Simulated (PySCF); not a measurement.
Isomers of C4H9O2PSi, mass 148.011 u with the commonest isotopes. Level of theory: B3LYP/def2-SVPD in PySCF (dipole) on a GFN2-xTB geometry, gas phase. One conformer each, none proved a minimum here; rigid rotors.

Question: Order these by radius of gyration √(Σ m r²/M), smallest first.
A. `[CH3:1][C@@H:2]([SiH2:3][PH2:4])[C:5](=[O:6])[CH:7]=[O:8]` with C1–C2–Si3–P4 -68°, C2–Si3–P4–H -178° and -85°, C1–C2–C5–O6 -24°, C2–C5–C7–O8 23°
B. `[O:1]=[CH:2][O:3][Si@H:4]([PH2:5])[CH:6]1[CH2:7][CH2:8]1` with O1–C2–O3–Si4 -2°, C2–O3–Si4–P5 -7°, O3–Si4–P5–H 173° and 80°, O3–Si4–C6–C7 59°
C. `[CH3:1][C:2](=[O:3])/[CH:4]=[CH:5]/[O:6][SiH2:7][PH2:8]` with C1–C2–C4–C5 179°, C4–C5–O6–Si7 -1°, C5–O6–Si7–P8 176°, O6–Si7–P8–H 84° and 177°

Answer: B (2.062 Å), A (2.256 Å), C (2.823 Å).

Question: Order these by rotational constant A, smallest first.
A. `[O:1]=[CH:2][O:3][Si@H:4]([PH2:5])[CH:6]1[CH2:7][CH2:8]1` with O1–C2–O3–Si4 -2°, C2–O3–Si4–P5 -7°, O3–Si4–P5–H 173° and 80°, O3–Si4–C6–C7 59°
B. `[CH3:1][O:2][C@@H:3]1[C:4](=[O:5])[CH2:6][Si@H:7]1[PH2:8]` with C1–O2–C3–C4 -74°, C6–Si7–P8–H 171° and -96°, O2–C3–C4–O5 27°, C3–C4–C6–Si7 23°, C4–C6–Si7–P8 -128°, O2–C3–Si7–C6 138°
C. `[CH3:1][O:2][C@@H:3]1[C:4](=[O:5])[CH2:6][Si@@H:7]1[PH2:8]` with C1–O2–C3–C4 -68°, C6–Si7–P8–H -141° and 126°, O2–C3–C4–O5 120°, C3–C4–C6–Si7 -25°, C4–C6–Si7–P8 116°, O2–C3–Si7–C6 95°
D. `[CH3:1][C:2](=[O:3])/[CH:4]=[CH:5]/[O:6][SiH2:7][PH2:8]` with C1–C2–C4–C5 179°, C4–C5–O6–Si7 -1°, C5–O6–Si7–P8 176°, O6–Si7–P8–H 84° and 177°
E. `[CH3:1][C@@H:2]([SiH2:3][PH2:4])[C:5](=[O:6])[CH:7]=[O:8]` with C1–C2–Si3–P4 -68°, C2–Si3–P4–H -178° and -85°, C1–C2–C5–O6 -24°, C2–C5–C7–O8 23°

Answer: A (1993 MHz), C (2104 MHz), E (2172 MHz), B (2340 MHz), D (5426 MHz).

Question: Order these by out-of-plane moment Σ m c² = (Ia + Ib − Ic)/2, smallest first.
A. `[CH3:1][C@@H:2]([SiH2:3][PH2:4])[C:5](=[O:6])[CH:7]=[O:8]` with C1–C2–Si3–P4 -68°, C2–Si3–P4–H -178° and -85°, C1–C2–C5–O6 -24°, C2–C5–C7–O8 23°
B. `[O:1]=[CH:2][O:3][Si@H:4]([PH2:5])[CH:6]1[CH2:7][CH2:8]1` with O1–C2–O3–Si4 -2°, C2–O3–Si4–P5 -7°, O3–Si4–P5–H 173° and 80°, O3–Si4–C6–C7 59°
C. `[CH3:1][O:2][C@@H:3]1[C:4](=[O:5])[CH2:6][Si@@H:7]1[PH2:8]` with C1–O2–C3–C4 -68°, C6–Si7–P8–H -141° and 126°, O2–C3–C4–O5 120°, C3–C4–C6–Si7 -25°, C4–C6–Si7–P8 116°, O2–C3–Si7–C6 95°
D. `[CH3:1][O:2][C@@H:3]1[C:4](=[O:5])[CH2:6][Si@H:7]1[PH2:8]` with C1–O2–C3–C4 -74°, C6–Si7–P8–H 171° and -96°, O2–C3–C4–O5 27°, C3–C4–C6–Si7 23°, C4–C6–Si7–P8 -128°, O2–C3–Si7–C6 138°
E. `[CH3:1][C:2](=[O:3])/[CH:4]=[CH:5]/[O:6][SiH2:7][PH2:8]` with C1–C2–C4–C5 179°, C4–C5–O6–Si7 -1°, C5–O6–Si7–P8 176°, O6–Si7–P8–H 84° and 177°

Answer: E (6.47 u·Å²), D (30.66 u·Å²), C (39.70 u·Å²), A (53.11 u·Å²), B (67.78 u·Å²).

```csv
SMILES,point group,Ia (u·Å²),Ib (u·Å²),Ic (u·Å²),κ,μa (D),μb (D),μc (D)
C[C@@H]([SiH2]P)C(=O)C=O,C1,232.67,573.77,700.22,-0.78,0.96,0.21,0.95
O=CO[Si@H](P)C1CC1,C1,253.61,443.49,561.54,-0.56,2.14,0.26,1.03
CC(=O)/C=C/O[SiH2]P,–,93.15,1092.46,1172.66,-0.99,2.33,3.25,0.47
CO[C@@H]1C(=O)C[Si@H]1P,C1,215.94,575.29,729.91,-0.77,2.76,0.79,0.49
CO[C@@H]1C(=O)C[Si@@H]1P,C1,240.22,424.31,585.13,-0.47,2.34,0.51,0.14
```
